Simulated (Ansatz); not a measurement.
Reactions of `CC=CCF`.

Computed with Ansatz on PBE0-D4/def2-TZVP structures; ΔE is electronic, products minus reactants. CCSD(T)/CBS adds triple-zeta CCSD(T) − MP2 to the extrapolated MP2 energy (def2 sets, frozen cores). This one scheme is used for every species. Double bonds are as drawn, so ΔE can hold a change between cis and trans. Functionals use def2-TZVPP. Elements past krypton have def2 core potentials. For Ge, Se, Sn outer-core shells are correlated without core-valence functions, which leaves a few kJ/mol of doubt a bond. Scalar relativity is left out up to krypton. One conformer a species, not always the lowest.

```csv
reaction,MP2/CBS(def2) (eV),B2PLYP (eV),r2SCAN-D4 (eV),CCSD(T)/CBS(def2) (eV)
`C/C=C/CF` + H–F → `C/C=C\F` + `CF`,0.66,0.44,0.43,0.57
`C/C=C/CF` + SiH₄ → `C/C=C\C[SiH3]` + H–F,-1.00,-0.68,-0.71,-0.85
`C/C=C/CF` + `O[SiH](Cl)[GeH3]` → `CO[SiH](Cl)[GeH3]` + `C=CCF`,0.80,0.72,0.74,0.73
`C/C=C/CF` + `OC[SeH]` → `OC[Se]CF` + `C=CC`,0.02,0.06,0.06,0.05
`C/C=C/CF` + `[NH2][SnH2][OH]` → `C[O][SnH2][NH2]` + `C=CCF`,0.72,0.64,0.66,0.65
`C/C=C/CF` + `N[SiH2]F` → `FCN[SiH2]F` + `C=CC`,0.18,0.14,0.16,0.16
`C/C=C/CF` + H₂O → `C/C=C/O` + `CF`,0.51,0.37,0.36,0.48
```

Largest T1 diagnostic: 0.013, for `[NH2][SnH2][OH]`.
